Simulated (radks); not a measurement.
Task: Radial electron density D(r) = 4 pi r^2 rho(r) of an atom or ion with 14 electrons. All-electron calculation, Dirac Kohn-Sham, Slater X-alpha with alpha = 0.667, spin-unpolarised, spherical densities, point nucleus. Program: a radial shooting solver on a logarithmic mesh with Libxc functionals.

r (bohr),D(r) (e/bohr)
0.003129,0.3092
0.003977,0.4847
0.005056,0.7542
0.006428,1.163
0.008171,1.772
0.01039,2.659
0.01321,3.914
0.01679,5.625
0.02134,7.838
0.02713,10.51
0.03449,13.41
0.04384,16.11
0.05574,17.94
0.07085,18.26
0.09007,16.85
0.1145,14.37
0.1456,12.35
0.1851,12.35
0.2352,14.57
0.2991,17.09
0.3802,17.15
0.4833,13.64
0.6144,8.309
0.781,4.229
0.9929,2.814
1.262,2.899
1.605,2.687
2.04,1.731
2.593,0.7241
3.297,0.1859
4.191,0.02699
5.327,0.001977

What is the nuclear charge?

Result: Z = 16. The innermost maximum, from 1s, lies near gamma/Z bohr with gamma = sqrt(1 - (Z/c)^2) = 0.993, here 0.0621 bohr (found: 0.0659), and its height grows with Z. The density is that of the sulfur ion S2+ in [Ne] 3s2 3p2; the configuration itself is not fixed sharply by these data, and Z only to about a unit. D(r) has 3 maxima, at r = 0.0659, 0.340, 1.35 bohr, and minima at 0.164, 1.06 bohr, inside which lie 2.18, 10.45 electrons.
